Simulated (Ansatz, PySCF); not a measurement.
Gas-phase reaction (SMILES): COB(F)OC + [H][H] (H2) → COBOC [dimethoxyborane] + F (HF); hydrogen cleaves one B-F bond, a model of a ligand-exchange step.

Structures are relaxed separately at B3LYP-D3(BJ)/def2-TZVP in Ansatz (an electronic-structure program), one conformer each, not searched for the lowest. Valence correlation only, unless marked. Spin-orbit coupling is left out. Non-relativistic. Basis-set limits of correlation are two-point, X^-3; Hartree-Fock from the larger set. The bracket is a focal-point correction in the basis named. Thermal terms are rigid-rotor harmonic-oscillator values from B3LYP-D3(BJ) frequencies (Ansatz or PySCF) at 298.15 K and 1 atm. 1 Eh = 627.5095 kcal/mol.

```json
[
 {"species": "COB(F)OC", "E, RI-MP2/CBS(cc-pVTZ,cc-pVQZ)+[CCSD(T)-MP2]/cc-pVTZ (Ansatz) (Eh)": "-354.78622", "E, PBE/def2-TZVPD (Ansatz) (Eh)": "-354.85056", "H - E (Eh)": "0.10112"},
 {"species": "[H][H] (H2)", "E, RI-MP2/CBS(cc-pVTZ,cc-pVQZ)+[CCSD(T)-MP2]/cc-pVTZ (Ansatz) (Eh)": "-1.17529", "E, PBE/def2-TZVPD (Ansatz) (Eh)": "-1.16589", "H - E (Eh)": "0.01336"},
 {"species": "COBOC", "E, RI-MP2/CBS(cc-pVTZ,cc-pVQZ)+[CCSD(T)-MP2]/cc-pVTZ (Ansatz) (Eh)": "-255.52801", "E, PBE/def2-TZVPD (Ansatz) (Eh)": "-255.58189", "H - E (Eh)": "0.10627"},
 {"species": "F (HF)", "E, RI-MP2/CBS(cc-pVTZ,cc-pVQZ)+[CCSD(T)-MP2]/cc-pVTZ (Ansatz) (Eh)": "-100.39237", "E, PBE/def2-TZVPD (Ansatz) (Eh)": "-100.39521", "H - E (Eh)": "0.01259"}
]
```

Question: Work out ΔE and ΔH at 298.15 K at the first level, then ΔH at the second.

Answer: 
1. ΔE = [(-255.52801) + (-100.39237)] - [(-354.78622) + (-1.17529)] = 0.04113 Eh = 25.8 kcal/mol at RI-MP2/CBS(cc-pVTZ,cc-pVQZ)+[CCSD(T)-MP2]/cc-pVTZ.
2. The terms H - E add up to 0.00438 Eh, so ΔH = (0.04113 + (0.00438))×627.5095 = 28.6 kcal/mol.
3. At PBE/def2-TZVPD the same steps give ΔE = 24.7 and ΔH = 27.4 kcal/mol, a shift of -1.2 from the first level.
4. These values are not checked against measurement here, since the tables used lack a sound gas-phase enthalpy of formation for at least one species.
